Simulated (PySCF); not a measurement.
SMILES c1sc(cc1)[SiH2]O[SiH3] (C4H8OSSi2) (GFN2-xTB optimised geometry):

```
16

Si    -3.237    -0.617     1.198
O     -2.004    -1.469     0.577
Si    -0.566    -1.877    -0.035
C      0.587    -0.398     0.000
C      1.952    -0.398     0.000
C      2.528     0.890     0.000
C      1.588     1.871    -0.003
S     -0.007     1.234    -0.007
H     -4.298    -1.604     1.377
H     -3.587     0.420     0.230
H     -2.786    -0.044     2.464
H     -0.036    -2.933     0.827
H     -0.820    -2.301    -1.413
H      2.528    -1.307     0.003
H      3.587     1.075     0.005
H      1.733     2.933    -0.002
```

Calculation: PBE0/def2-TZVP (PySCF).

Problem. What are the frontier orbital energies and the dipole moment?

Solution. HOMO-2 -8.58 eV, HOMO-1 -7.38 eV, HOMO -6.99 eV, LUMO -0.81 eV, LUMO+1 -0.03 eV; dipole moment 1.09 D.

Meta-Löwdin charges at PBE0/def2-TZVP: Si1 0.77, O2 -0.85, Si3 0.90, C4 -0.40, C5 -0.14, C6 -0.15, C7 -0.26, S8 0.29, H9 -0.11, H10 -0.12, H11 -0.11, H12 -0.12, H13 -0.12, H14 0.13, H15 0.13, H16 0.15.
